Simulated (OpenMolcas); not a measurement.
# Lines of Co⁴⁺: computed and rescaled rates

| Item | Value |
| --- | --- |
| Program | OpenMolcas 26.06 |
| Method | MS-RASPT2, IPEA 0.25 Eh, imaginary shift 0.1 Eh (closed shells correlated: 3s) |
| Basis | ANO-RCC-VQZP [7s6p4d3f2g1h] |
| Scalar Hamiltonian | DKH2, point nucleus |
| Active space | 11 electrons in 8 orbitals (RAS1 3p, at most 2 holes; RAS2 3d) |
| State averaging | 2S+1 = 6 even, 1 root; 2S+1 = 4 even, 24 roots; 2S+1 = 2 even, 53 roots |
| Spin-orbit coupling | state interaction with AMFI integrals over the reference wave functions, term energies averaged over their components |

Rates come from the transition moments of the reference wave functions (E1 and E2 in the length form). At fixed line strength A goes as λ^-3 for E1 and M1 and as λ^-5 for E2, so a rate at the computed wavelength can be rescaled to the measured one. Measured vacuum wavelengths follow from level energies in Sugar and Corliss, J. Phys. Chem. Ref. Data 10, 1097 (1981). Branching counts decays inside the model space alone, at computed energies, and the table is only a selection of the E2 and M1 lines, drawn from those between levels with measured partners whose computed energy lies within a factor of 1.5 of the measured one.

| Upper | Lower | Type | λ computed (nm) | λ measured (nm) | A computed (s-1) | A rescaled (s-1) | Branching % |
| --- | --- | --- | --- | --- | --- | --- | --- |
| 3d⁵ ⁴P_5/2 | 3d⁵ ⁶S_5/2 | M1 | 235.8 | 245.4 | 3.43e+00 |  | 100.0 |
| 3d⁵ ⁴P_3/2 | 3d⁵ ⁶S_5/2 | M1 | 235.1 | 244.6 | 2.25e+00 |  | 100.0 |
| 3d⁵ ²D_5/2 [68 %] | 3d⁵ ⁴P_5/2 | M1 | 585.5 | 612.4 | 1.27e+00 |  | 53.3 |
| 3d⁵ ²H_11/2 | 3d⁵ ⁴G_11/2 | M1 | 345.3 | 356.3 | 1.21e+00 |  | 50.3 |
| 3d⁵ ²D_3/2 | 3d⁵ ⁴P_3/2 | M1 | 563.1 | 590.6 | 6.26e-01 |  | 59.7 |
| 3d⁵ ⁴F_9/2 | 3d⁵ ⁴G_11/2 | E2 | 409.4 | 423.5 | 3.49e-01 | 2.95e-01 | 26.3 |
| 3d⁵ ⁴F_9/2 | 3d⁵ ⁴G_11/2 | M1 | 409.4 | 423.5 | 3.45e-01 |  | 26.0 |
| 3d⁵ ⁴F_9/2 | 3d⁵ ⁴D_7/2 | M1 | 607.2 | 620.3 | 3.26e-01 |  | 24.5 |
| 3d⁵ ⁴F_7/2 | 3d⁵ ⁴D_7/2 | M1 | 603.5 | 614.8 | 2.91e-01 |  | 20.7 |
| 3d⁵ ²D_5/2 [68 %] | 3d⁵ ⁴P_3/2 | M1 | 589.6 | 617.6 | 2.39e-01 |  | 10.0 |
| 3d⁵ ²F_7/2(1) | 3d⁵ ⁴D_7/2 | M1 | 647.4 | 678.2 | 1.90e-01 |  | 11.1 |
| 3d⁵ ²D_3/2 | 3d⁵ ⁴P_5/2 | M1 | 559.3 | 585.8 | 1.73e-01 |  | 16.5 |
| 3d⁵ ²D_3/2 | 3d⁵ ⁴P_1/2 | M1 | 567.5 | 595.3 | 1.60e-01 |  | 15.2 |
| 3d⁵ ⁴D_1/2 | 3d⁵ ⁴P_1/2 | M1 | 2614 | 2575 | 1.44e-01 |  | 62.8 |
| 3d⁵ ²G_9/2 | 3d⁵ ⁴F_9/2 | M1 | 1600 | 1686 | 1.22e-01 |  | 25.5 |
| 3d⁵ ⁴D_7/2 | 3d⁵ ⁴P_5/2 | M1 | 2530 | 2528 | 9.30e-02 |  | 90.7 |
| 3d⁵ ⁴D_1/2 | 3d⁵ ⁴P_3/2 | M1 | 2522 | 2490 | 8.49e-02 |  | 37.0 |
| 3d⁵ ²G_7/2 | 3d⁵ ²F_7/2(1) | M1 | 1467 | 1476 | 7.94e-02 |  | 36.0 |
| 3d⁵ ²G_9/2 | 3d⁵ ⁴F_7/2 | M1 | 1626 | 1728 | 5.72e-02 |  | 12.0 |
| 3d⁵ ²G_9/2 | 3d⁵ ²H_9/2 | M1 | 4462 | 4955 | 4.56e-02 |  | 9.6 |
| 3d⁵ ²G_7/2 | 3d⁵ ⁴F_7/2 | M1 | 1757 | 1903 | 3.84e-02 |  | 17.4 |
| 3d⁵ ⁴P_1/2 | 3d⁵ ⁴P_3/2 | M1 | 71730 | 75240 | 1.24e-04 | 1.07e-04 | 99.4 |

Spin-changing lines and M1 lines between different terms are not rescaled, since their strength hangs on the term gaps too.

The largest correction is for 3d⁵ ⁴F_9/2 → 3d⁵ ⁴G_11/2 (E2): 3.49e-01 × (409.4 / 423.5)^5 = 2.95e-01 s-1, a factor of 0.84.

These are rates of the free ion; in crystals, glasses and complexes forced electric-dipole and non-radiative decay shorten such lifetimes by orders of magnitude. No measured rate stands beside these. Rescaling mends the energy factor alone: line strengths can still be far off where a level mixes with configurations outside the active space, and weak or spin-changing lines hang on small mixing coefficients that depend on the term gaps too, so rescaling need not improve them.

Term energies are means over components that CASPT2 splits; among the terms shown or strongly mixed into the levels shown the widest spread is 600 cm-1 (3d⁵ ⁴F). Some levels mix across a computed gap that differs much from the measured one, so their mixing is not that of the real levels. Active for correlation alone: 3p; no level in the range computed is led by a configuration that opens it, so any true level of that kind is missing. Measured partners are found by configuration, term and J. A level has none where our copy of the source lacks it or the pairing is in doubt (some pairs that miss far off the trend of their configuration count as doubtful). Levels of configurations outside the active space are missing.

A share in square brackets marks a mixed level and gives the weight of the term that names it. A number in round brackets counts repeated terms of one configuration in the order of the reference energies.
